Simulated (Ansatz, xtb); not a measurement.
Species: PH5, charge 0, multiplicity 1. 
Coordinates optimised at B3LYP-D3(BJ)/def2-TZVP (Ansatz, an electronic-structure program):
```
P
H 1 1.4251
H 1 1.4251 2 120.00
H 1 1.4251 2 120.00 3 -180.00
H 1 1.4787 2 90.00 4 -90.00
H 1 1.4787 2 90.00 5 180.00
```
Charge 0, spin multiplicity 1.

Harmonic wavenumbers from GFN2-xTB (xtb, at its own minimum), cm⁻¹: 516, 517, 1119, 1191, 1191, 1444, 1444, 1773, 1804, 2306, 2365, 2365.

### Question
Give the harmonic wavenumbers at B3LYP-D3(BJ)/def2-TZVP (Ansatz, finite differences of forces, unscaled).

### Answer
523, 523, 1186, 1251, 1251, 1453, 1453, 1862, 1956, 2300, 2310, 2310 cm⁻¹. Zero-point energy 26.3 kcal/mol.

### Question
From these and the geometry, give the ideal-gas thermochemistry at 298.15 K and 1 atm (rigid rotor, harmonic oscillator).

### Answer
Point group D3h, rotational symmetry number 6. Rotational constants 82.28, 67.57, 67.57 GHz. S(trans) 36.67, S(rot) 13.84, S(vib) 1.35, S(elec, spin only) 0.00, S 51.9 cal/(mol K). H(298) - H(0) 2.67 kcal/mol; G - E(el) 13.5 kcal/mol.
